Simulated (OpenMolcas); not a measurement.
Be I: input and output

Input:

```
&GATEWAY
Coord
1

Be 0.0 0.0 0.0
Basis=ANO-RCC-VDZP
Group=XYZ
NoMove
AngMom=0.0 0.0 0.0
AMFI
&SEWARD
* reference wave functions (RASSCF and RASSI steps not shown): 2 electrons in 4 orbitals (2s 2p)
>>> COPY JOB001 $Project.JobIph
&CASPT2
Multistate=3 1 2 3
Frozen=0 0
IPEA=0.25
Imaginary=0.1
MaxIter=60
WThr=0.0 0.3 0.05
PrWF=0.5
NoMix
>>> COPY JOB002 $Project.JobIph
&CASPT2
Multistate=6 1 2 3 4 5 6
Frozen=0 0
IPEA=0.25
Imaginary=0.1
MaxIter=60
WThr=0.0 0.3 0.05
PrWF=0.5
NoMix
>>> COPY JOB003 $Project.JobIph
&CASPT2
Multistate=3 1 2 3
Frozen=0 0
IPEA=0.25
Imaginary=0.1
MaxIter=60
WThr=0.0 0.3 0.05
PrWF=0.5
NoMix
...
```

Output, cut to the results:

```
--- CASPT2 ---
Orbital specifications:
      -----------------------

      Symmetry species                           1   2
                                                ag  au
      Frozen orbitals                            0   0
      Inactive orbitals                          1   0
      Active orbitals                            1   3
      Secondary orbitals                         6   3
      Deleted orbitals                           0   0
      Number of basis functions                  8   6
Type of calculation                        MS-CASPT2
      Fock operator                              state-specific
      IPEA shift                                 0.25
      Real shift                                 0.00
      Imaginary shift                            0.10
      The input orbitals will be transformed to quasi-canonical
Reference energy:         -14.3339036215
      E2 (Non-variational):      -0.0066340237
      Shift correction:          -0.0000251917
      E2 (Variational):          -0.0066592155
      Total energy:             -14.3405628369
      Residual norm:              0.0000000284
      Reference weight:           0.99645
      Contributions to the CASPT2 correlation energy
      Active & Virtual Only:         -0.0043579304
      One Inactive Excited:          -0.0008856886
      Two Inactive Excited:          -0.0013904047
Reference energy:         -14.3339036215
      E2 (Non-variational):      -0.0066340237
      Shift correction:          -0.0000251917
      E2 (Variational):          -0.0066592155
      Total energy:             -14.3405628369
      Residual norm:              0.0000000284
      Reference weight:           0.99645
      Contributions to the CASPT2 correlation energy
      Active & Virtual Only:         -0.0043579304
      One Inactive Excited:          -0.0008856886
      Two Inactive Excited:          -0.0013904047
::    CASPT2 Root  1     Total energy:    -14.34056284
::    CASPT2 Root  2     Total energy:    -14.34056284
::    CASPT2 Root  3     Total energy:    -14.34056284
::    MS-CASPT2 Root  1     Total energy:    -14.34056284
::    MS-CASPT2 Root  2     Total energy:    -14.34056284
::    MS-CASPT2 Root  3     Total energy:    -14.34056284
--- CASPT2 ---
Orbital specifications:
      -----------------------

      Symmetry species                           1   2
                                                ag  au
      Frozen orbitals                            0   0
      Inactive orbitals                          1   0
      Active orbitals                            1   3
      Secondary orbitals                         6   3
      Deleted orbitals                           0   0
      Number of basis functions                  8   6
Type of calculation                        MS-CASPT2
      Fock operator                              state-specific
      IPEA shift                                 0.25
      Real shift                                 0.00
      Imaginary shift                            0.10
      The input orbitals will be transformed to quasi-canonical
Reference energy:         -14.6167067505
      E2 (Non-variational):      -0.0042050520
      Shift correction:          -0.0000214033
      E2 (Variational):          -0.0042264553
      Total energy:             -14.6209332058
      Residual norm:              0.0000001127
      Reference weight:           0.99757
      Contributions to the CASPT2 correlation energy
      Active & Virtual Only:         -0.0026770290
      One Inactive Excited:          -0.0004874917
      Two Inactive Excited:          -0.0010405312
Reference energy:         -14.2964666747
      E2 (Non-variational):      -0.0267876242
      Shift correction:          -0.0005335030
      E2 (Variational):          -0.0273211272
      Total energy:             -14.3237878019
      Residual norm:              0.0000005539
      Reference weight:           0.96594
      Contributions to the CASPT2 correlation energy
      Active & Virtual Only:         -0.0246429608
      One Inactive Excited:          -0.0007543965
      Two Inactive Excited:          -0.0013902669
::    CASPT2 Root  1     Total energy:    -14.62093321
::    CASPT2 Root  2     Total energy:    -14.32378780
::    CASPT2 Root  3     Total energy:    -14.32378738
::    CASPT2 Root  4     Total energy:    -14.32378838
::    CASPT2 Root  5     Total energy:    -14.32378552
::    CASPT2 Root  6     Total energy:    -14.32378647
::    MS-CASPT2 Root  1     Total energy:    -14.62093322
::    MS-CASPT2 Root  2     Total energy:    -14.32378936
::    MS-CASPT2 Root  3     Total energy:    -14.32378823
::    MS-CASPT2 Root  4     Total energy:    -14.32378716
::    MS-CASPT2 Root  5     Total energy:    -14.32378549
::    MS-CASPT2 Root  6     Total energy:    -14.32378530
--- CASPT2 ---
Orbital specifications:
      -----------------------

      Symmetry species                           1   2
                                                ag  au
      Frozen orbitals                            0   0
      Inactive orbitals                          1   0
      Active orbitals                            1   3
      Secondary orbitals                         6   3
      Deleted orbitals                           0   0
      Number of basis functions                  8   6
Type of calculation                        MS-CASPT2
      Fock operator                              state-specific
      IPEA shift                                 0.25
      Real shift                                 0.00
      Imaginary shift                            0.10
      The input orbitals will be transformed to quasi-canonical
Reference energy:         -14.5127622165
      E2 (Non-variational):      -0.0057795409
      Shift correction:          -0.0000487428
      E2 (Variational):          -0.0058282836
      Total energy:             -14.5185905002
      Residual norm:              0.0000001428
      Reference weight:           0.99548
...
```

Levels above the lowest, from the spin-orbit matrix with the single-state CASPT2 energies, averaged by term, on its diagonal:

```
Configuration  Term  J  E (cm⁻¹)  Measured (cm⁻¹)  Term weight %
          2s²    ¹S  0       0.0              0.0            100
        2s 2p   ³P°  0     22460            21978            100
        2s 2p   ³P°  1     22461            21979            100
        2s 2p   ³P°  2     22463            21981            100
        2s 2p   ¹P°  1     49209            42565            100
          2p²    ³P  0     61533            59694            100
          2p²    ³P  1     61533            59695            100
          2p²    ³P  2     61535            59697            100
          2p²    ¹D  2     65216            56882            100
```

Against the 8 measured excited levels shown (NIST Handbook of Basic Atomic Spectroscopic Data) the mean absolute deviation is 2700 cm-1; the largest miss in energy is 2p² ¹D₂: computed 65216, measured 56882 cm⁻¹ (+14.7 %). Levels of one J stand in another order than measured, so their pairing by name is doubtful.

Terms from blocks run as CI alone lack orbitals of their own. Computed and measured levels are paired by configuration, term and J; levels that our copy of the source lacks, or whose pairing is in doubt (as where it misses far off the trend of its configuration), stay unpaired and out of the deviations. Only configurations of the active space appear. The first state left out of the spin-orbit step lies near 92000 cm-1 above the lowest spin-free state of the reference (among the parities and spins computed), and the list stops at four fifths of that energy or lower.

The term weight is that of the spin-free term in the level, not the purity of its configuration. ° marks odd parity.
